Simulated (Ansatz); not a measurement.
Na₈Cl₈ (started as a model of: (NaCl)8 cage of four- and six-membered rings). The state is a singlet with charge 0. Geometry PBE-D4/def2-SVP; atoms count from 1.

```csv
atom,x (Å),y (Å),z (Å)
Na1,-2.456,3.212,-0.793
Cl2,-3.898,1.177,-1.587
Na3,-3.921,0.688,1.022
Cl4,-2.727,2.877,1.826
Na5,-0.266,1.925,1.696
Cl6,0.063,2.506,-0.918
Na7,1.930,0.768,-1.536
Cl8,0.498,-1.414,-2.237
Na9,-1.915,-0.573,-1.630
Cl10,-2.166,-1.248,0.974
Na11,0.264,-2.099,1.461
Cl12,1.604,0.143,2.151
Cl13,4.176,-0.561,-1.139
Na14,2.670,-2.705,-1.566
Cl15,2.438,-3.494,0.921
Na16,3.706,-1.201,1.355
```

**Question.** Estimate the Mulliken populations from the PBE0/def2-SVP orbitals of Ansatz.

**Answer.** 
| atom | charge (e) |
| --- | --- |
| Na1 | 0.49 |
| Cl2 | -0.49 |
| Na3 | 0.49 |
| Cl4 | -0.49 |
| Na5 | 0.48 |
| Cl6 | -0.48 |
| Na7 | 0.48 |
| Cl8 | -0.48 |
| Na9 | 0.48 |
| Cl10 | -0.48 |
| Na11 | 0.48 |
| Cl12 | -0.48 |
| Cl13 | -0.49 |
| Na14 | 0.49 |
| Cl15 | -0.49 |
| Na16 | 0.49 |
Mulliken values depend strongly on the basis.

**Question.** And the Mayer bond orders between heavy atoms (over 0.3)?

**Answer.** Na1–Cl2 0.33 (2.62 Å); Na1–Cl4 0.32 (2.66 Å); Cl2–Na3 0.32 (2.65 Å); Cl2–Na9 0.31 (2.64 Å); Na3–Cl4 0.32 (2.62 Å); Cl4–Na5 0.31 (2.64 Å); Na7–Cl13 0.31 (2.64 Å); Cl10–Na11 0.30 (2.62 Å); Na11–Cl15 0.31 (2.64 Å); Cl13–Na14 0.32 (2.66 Å); Cl13–Na16 0.33 (2.62 Å); Na14–Cl15 0.33 (2.62 Å); Cl15–Na16 0.32 (2.66 Å).
